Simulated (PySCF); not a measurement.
## Where the electron goes

C₃H₈GeO₂S.
Structure used (GFN2-xTB), in Å, numbered top down from 1:
```
atom  x, y, z in Å
C1     2.9149    0.4210   -0.0919
O2     1.7810   -0.2607    0.4445
C3     0.7102   -0.3732   -0.3258
O4     0.6067    0.0491   -1.4446
Ge5   -0.7035   -1.3263    0.7240
S6    -2.1311    0.1424    1.5541
C7    -2.7147    0.8767   -0.0173
H8     3.0963    0.0881   -1.1151
H9     3.7563    0.1747    0.5504
H10    2.7362    1.4976   -0.0912
H11   -0.0941   -2.0758    1.8774
H12   -1.4498   -2.2860   -0.1843
H13   -3.2364    0.1256   -0.6035
H14   -1.8774    1.2828   -0.5775
H15   -3.3991    1.6721    0.2564
```

Method: PySCF, TDDFT B3LYP/def2-SVPD, vertical, gas phase, core orbitals frozen in the response. Relativistic effects, spin–orbit coupling among them, are left out although an element past zinc is present.

Kohn–Sham orbitals with the atoms that hold most of them (Löwdin shares over 4%, at most four atoms; ? is withheld):

| orbital | ε (eV) | atoms |
| --- | --- | --- |
| HOMO-3 | -8.98 | O2 42%, O4 30%, C1 9%, C3 8% |
| HOMO-2 | -8.56 | S6 47%, Ge5 17%, C7 10%, O4 7% |
| HOMO-1 | -7.71 | ? |
| HOMO | -6.57 | S6 66%, C7 9%, Ge5 8%, O4 5% |
| LUMO | -1.10 | ? |
| LUMO+1 | -0.05 | Ge5 25%, S6 23%, H12 14%, C3 12% |
| LUMO+2 | 0.14 | S6 25%, Ge5 14%, C7 13%, C1 7% |

Give the leading atoms of the HOMO-1.

O4 (bonded to C) 42%; S6 (bonded to C and Ge) 18%; Ge5 (bonded to C, S and 2 H) 13%; C3 (bonded to Ge and 2 O) 11%.

Give the leading atoms of the LUMO.

C3 (bonded to Ge and 2 O) 26%; O4 (bonded to C) 20%; Ge5 (bonded to C, S and 2 H) 17%; S6 (bonded to C and Ge) 15%.

How does S1 compare with the orbital gap of 5.47 eV?

S1 is at 4.45 eV (f = 0.014), 1.02 eV below the gap, made of HOMO→LUMO (96%). Without the coupling terms of the response equations the lowest excitation would equal the gap.

Give energy, strength and leading configuration of S1 and S2, and follow the Löwdin shares of the leading atoms from the occupied to the empty orbital.

- S1 (4.45 eV, f 0.014), HOMO→LUMO (96%): S6 66% → 15%, C7 9% → at most 16%, C3 at most 6% → 26%, O4 5% → 20%
- S2 (5.24 eV, f 0.010), HOMO-1→LUMO (81%): O4 42% → 20%, S6 18% → 15%, C3 11% → 26%

On an Arm Neoverse V2 with one thread, shared host with 32 logical CPUs at a one-minute load of 27, this took 57 s wall and 0.97 GiB of memory at its peak.

One conformer stands for the species.
